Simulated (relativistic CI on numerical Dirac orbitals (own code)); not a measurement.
# Line list: Forbidden lines, Pb XLI

Calculated at this level of theory: Dirac-Coulomb-Breit CI, orbitals from a KLI potential per configuration, QED by a radiative potential, unscaled Slater integrals (own radial code, finite nucleus).

Configurations in the expansion (outside the closed core [Ar] 3d10): 4s2 4p6 4d6, 4s2 4p6 4d5 4f, 4s2 4p5 4d7, 4s 4p6 4d7, 4s2 4p5 4d6 4f, 4s 4p6 4d6 4f, 4s2 4p6 4d5 5s, 4s2 4p6 4d4 4f 5s, 4s2 4p6 4d5 5d, 4s 4p6 4d6 5s, 4s2 4p6 4d5 6s, 4p6 4d8, 4p5 4d9, 4p5 4d8 4f, 4s2 4p6 4d4 5s2, 4s2 4p6 4d3 4f 5s2, 4s2 4p5 4d4 4f 5s2, 4s 4p6 4d4 4f 5s2. Double excitations out of closed p, d and f shells are left out; levels of such configurations are missing from the list, as are those of other unlisted configurations, and high levels can miss mixing partners.

| λ vac (nm) | Lower | Upper | Type | A (s⁻¹) | log gf |
| --- | --- | --- | --- | --- | --- |
| 28.675 | 4s2 4p6 4d6 3F_4 [1] | 4s2 4p6 4d6 3F_3 [15] | M1 | 4.29e+04 | -5.43 |
| 32.705 | 4s2 4p6 4d6 5D_3 [19] | 4s2 4p6 4d6 3P_2 [32] | M1 | 2.60e+05 | -4.68 |
| 33.823 | 4s2 4p6 4d6 3H_4 [18] | 4s2 4p6 4d6 1G_4 [31] | M1 | 3.82e+05 | -4.23 |
| 34.528 | 4s2 4p6 4d6 3G_5 [7] | 4s2 4p6 4d6 1G_4 [24] | M1 | 1.70e+05 | -4.56 |
| 34.924 | 4s2 4p6 4d6 3F_4 [1] | 4s2 4p6 4d6 3D_3 [10] | M1 | 8.88e+04 | -4.94 |
| 35.721 | 4s2 4p6 4d6 3H_5 [20] | 4s2 4p6 4d6 1G_4 [31] | M1 | 2.30e+05 | -4.40 |
| 35.935 | 4s2 4p6 4d6 5D_3 [4] | 4s2 4p6 4d6 5D_3 [19] | M1 | 1.93e+05 | -4.58 |
| 36.810 | 4s2 4p6 4d6 5D_4 [5] | 4s2 4p6 4d6 5D_3 [19] | M1 | 1.63e+05 | -4.63 |
| 36.924 | 4s2 4p6 4d6 5D_2 [16] | 4s2 4p6 4d6 3P_1 [29] | M1 | 8.40e+05 | -4.29 |
| 37.190 | 4s2 4p6 4d6 1G_4 [13] | 4s2 4p6 4d6 3F_4 [27] | M1 | 8.90e+04 | -4.78 |
| 37.509 | 4s2 4p6 4d6 3F_2 [9] | 4s2 4p6 4d6 3F_2 [25] | M1 | 1.39e+05 | -4.84 |
| 38.446 | 4s2 4p6 4d6 3F_3 [15] | 4s2 4p6 4d6 3F_4 [27] | M1 | 1.20e+05 | -4.62 |
| 38.512 | 4s2 4p6 4d6 5D_4 [5] | 4s2 4p6 4d6 3H_4 [18] | M1 | 3.92e+05 | -4.11 |
| 38.735 | 4s2 4p6 4d6 3G_5 [7] | 4s2 4p6 4d6 1I_6 [21] | M1 | 5.10e+04 | -4.83 |
| 38.773 | 4s2 4p6 4d6 3H_6 [8] | 4s2 4p6 4d6 1I_6 [21] | M1 | 1.20e+05 | -4.46 |
| 39.455 | 4s2 4p6 4d6 3D_2 [14] | 4s2 4p6 4d6 3F_2 [26] | M1 | 1.59e+05 | -4.73 |
| 39.521 | 4s2 4p6 4d6 3F_4 [1] | 4s2 4p6 4d6 3G_5 [7] | M1 | 5.40e+04 | -4.86 |
| 39.941 | 4s2 4p6 4d6 3P_2 [2] | 4s2 4p6 4d6 3F_2 [9] | M1 | 1.65e+05 | -4.71 |
| 40.940 | 4s2 4p6 4d6 3G_5 [7] | 4s2 4p6 4d6 3H_5 [20] | M1 | 7.78e+04 | -4.67 |
| 40.983 | 4s2 4p6 4d6 3H_6 [8] | 4s2 4p6 4d6 3H_5 [20] | M1 | 1.54e+05 | -4.37 |
| 41.225 | 4s2 4p6 4d6 3F_2 [9] | 4s2 4p6 4d6 3F_3 [22] | M1 | 8.38e+04 | -4.83 |
| 41.342 | 4s2 4p6 4d6 5D_3 [4] | 4s2 4p6 4d6 5D_2 [16] | M1 | 4.53e+05 | -4.24 |
| 42.288 | 4s2 4p6 4d6 3D_3 [10] | 4s2 4p6 4d6 3F_3 [22] | M1 | 1.25e+05 | -4.63 |
| 42.349 | 4s2 4p6 4d6 5D_1 [6] | 4s2 4p6 4d6 5D_0 [17] | M1 | 6.54e+05 | -4.75 |
| 43.754 | 4s2 4p6 4d6 3G_5 [7] | 4s2 4p6 4d6 3H_4 [18] | M1 | 7.24e+04 | -4.73 |
| 45.060 | 4s2 4p6 4d6 3F_4 [1] | 4s2 4p6 4d6 5D_4 [5] | M1 | 2.41e+05 | -4.18 |
| 45.098 | 4s2 4p6 4d6 5D_1 [6] | 4s2 4p6 4d6 5D_2 [16] | M1 | 1.31e+05 | -4.70 |
| 46.445 | 4s2 4p6 4d6 3F_4 [1] | 4s2 4p6 4d6 5D_3 [4] | M1 | 1.99e+05 | -4.35 |
| 48.642 | 4s2 4p6 4d6 3P_2 [2] | 4s2 4p6 4d6 5D_1 [6] | M1 | 2.64e+05 | -4.55 |
| 53.927 | 4s2 4p6 4d6 3P_2 [2] | 4s2 4p6 4d6 5D_3 [4] | M1 | 6.25e+04 | -4.72 |

Terms are leading LS components. Brackets give the number of a level in order of energy, since labels repeat. The list gives strong lines, with weight on those to low levels, among the lowest 400 of 8057 levels, so that lines to higher ones, which can be the strongest, are missing. Levels whose partners in the same complex of configurations lie outside the list can be far off, and so can their lines. Rates are taken at the computed energies, electric ones in the length gauge.

At this charge energies of transitions that change n are usually good to better than 1 %, and those within a shell (Δn = 0) to a few per cent. Terms inside the open d or f shell come out 10 to 20 % too wide with unscaled integrals.

LS names give the leading component of a level, which can be under half, so a name can repeat, a term be missing and a line seem to break the LS rules.
